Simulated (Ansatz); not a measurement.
This geometry of GeH$_{5}$S (7 atoms, charge 1, multiplicity 1) is a first-order saddle point.

Computed with Ansatz 0.2.0, RKS PBE-D4/def2-SVP.

```xyz
7
Properties=species:S:1:pos:R:3
S -0.548 -1.108 0.128
Ge 0.533 1.046 -0.100
H -0.360 -2.053 1.086
H -1.490 -1.616 -0.708
H -0.232 1.423 -1.379
H 0.100 1.708 1.217
H 1.997 0.600 -0.244
```

Problem. Which two structures does it join? (They come from a converged band through this point; their orientation in space is the band's.)

Solution. No bond is made or broken. The height of S1 over the plane of its neighbours goes from 0.80 to -0.80 Å. The two ends are copies of one structure, up to a mirror image or an exchange of like atoms.

Image 0:

```xyz
7
Properties=species:S:1:pos:R:3
S -0.237 -1.392 -0.410
Ge 0.405 0.936 -0.076
H -0.026 -1.840 0.869
H -1.588 -1.252 -0.226
H -0.134 1.503 -1.398
H -0.345 1.313 1.211
H 1.924 0.732 0.029
```

Image 6:

```xyz
7
Properties=species:S:1:pos:R:3
S -0.969 -1.106 0.062
Ge 0.294 0.980 -0.005
H -0.200 -1.770 0.982
H -0.375 -1.728 -1.005
H -0.360 1.593 -1.252
H -0.135 1.542 1.358
H 1.745 0.489 -0.140
```

Problem. How far does it lie above each of them?

Solution. 0.72 eV above the first and 0.72 eV above the second. This is the barrier of this one path; another mechanism may lie lower. Limits of this set-up: the dipole of an ion depends on the origin.

Run time: 55 s on 1 thread of Intel(R) Xeon(R) Platinum 8259CL CPU @ 2.50GHz (Skylake/Cascade Lake) (shared host), peak memory 0.17 GiB.
